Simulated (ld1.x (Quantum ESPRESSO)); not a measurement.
The numbers below are computed, except where a source is named.
## Potentials for He (Z = 2) compared

Generated with ld1.x 7.5 (TM, RRKJ, ultrasoft, PAW), atompaw 4.2 or ONCVPSP 4.0.1. The cutoff is in Ry: for ld1.x and atompaw files where the sum of valence levels is converged to 10 mRy in a Bessel basis, for ONCV files where the hardest occupied wave has 1 mHa per electron of residual kinetic energy. The error is the largest all-electron minus pseudo excitation energy over each file’s own four to seven test configurations (ionisations up to +4, promotions, holes and added fractions of an electron), all of which were solved. The labels leave out finer settings (local radius, basis sizes, second energies), which also bear on the numbers. Spin-polarised tests are not counted. The rows are a selection from randomly drawn settings: files with unsolved tests, undetermined cutoffs or missed reference levels are left out.

```csv
potential,cutoff (Ry),largest error (meV),bound ghosts
"TM, PBE, fully relativistic, rc 0.75/0.70 (sp), local p, core correction no, reference 1s1.5",100,+6.3,none
"TM, BLYP, non-relativistic, rc 0.50/0.45 (sp), local smoothed, core correction no, reference 1s1.5",160,+1.2,none
"TM, LDA (PZ), scalar-relativistic, rc 0.70/0.65 (sp), local smoothed, core correction no, reference 1s2",110,+11,none
"RRKJ, LDA (PZ), scalar-relativistic, rc 0.55/0.55 (sp), local s, core correction no, reference 1s2",140,+2.7,none
```

Q: Fill in the row for He: ultrasoft, PBEsol, non-relativistic, rc 0.50/0.45 (sp), local smoothed, core correction no, reference 1s1.

A: cutoff 110 Ry, largest error -2.5 meV, bound ghosts: none.

Q: Fill in the row for He: TM semilocal, PBE, non-relativistic, rc 0.75 (s), local s, core correction no, reference 1s1.5.

A: cutoff 100 Ry, largest error +5.5 meV, bound ghosts: none.
